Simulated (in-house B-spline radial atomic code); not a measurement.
The numbers below are computed, except where a source is named.
Ghost states of the separable form: Tc

Tc, [Kr] 4d5 5s2, non-relativistic LDA (VWN5), spherical and spin-unpolarised, from an all-electron radial atomic-structure program (B-spline basis) (atomic units; all potentials screened as in the neutral atom).

Troullier-Martins channels: 5s (ε = -0.1836, r_c = 2.298 bohr), 4d (ε = -0.2703, r_c = 1.033 bohr). In the Kleinman-Bylander form one channel serves as the local potential, and each other channel l becomes |δV u><u δV|/<u|δV|u>, with δV = V_l − V_local and u the pseudo-orbital. Its strength is E_KB = <u|δV²|u>/<u|δV|u>. By the analysis of Gonze, Stumpf and Scheffler a spurious state lies below the reference level ε if E_KB > 0 and ε is above the second level of the local potential alone, or if E_KB < 0 and ε is above its first. The table's levels are those of angular momentum l in a sphere of 9 bohr, whose wall can lift a shallow ε a little above its free-atom value.

```json
{"local": "s", "channel": "d", "<u δV u>": "-2.6676", "<u δV² u>": "14.077", "ε": "-0.2703", "first local level": "0.0739", "second local level": "0.3175"}
{"local": "d", "channel": "s", "<u δV u>": "0.22783", "<u δV² u>": "0.97905", "ε": "-0.1828", "first local level": "-10.8560", "second local level": "-1.8612"}
```

Q: Apply the rule to each row.

A: Local s, channel d: E_KB = -5.28, so ε = -0.2703 is set against 0.0739: no ghost. Local d, channel s: E_KB = +4.3, so ε = -0.1828 is set against -1.8612: a ghost.

Diagonalising the separable Hamiltonian gives:

| local | channel | three lowest levels | all-electron, two lowest valence levels |
| --- | --- | --- | --- |
| s | d | -0.2703, 0.1088, 0.4049 | -0.2703, 0.1067 |
| d | s | -8.9526, -0.1828, 0.0996 | -0.1828, 0.1049 |

Q: Which choices of local channel are safe?

A: Free of ghosts: s. With d local the s channel has a ghost 8.77 hartree below ε, since the local potential binds more than one state below ε, and a repulsive term of rank one raises each level at most to the next, so it clears only one of them. Among the safe choices the second level, which tests transfer, is off by at most 2.1 millihartree (s local).
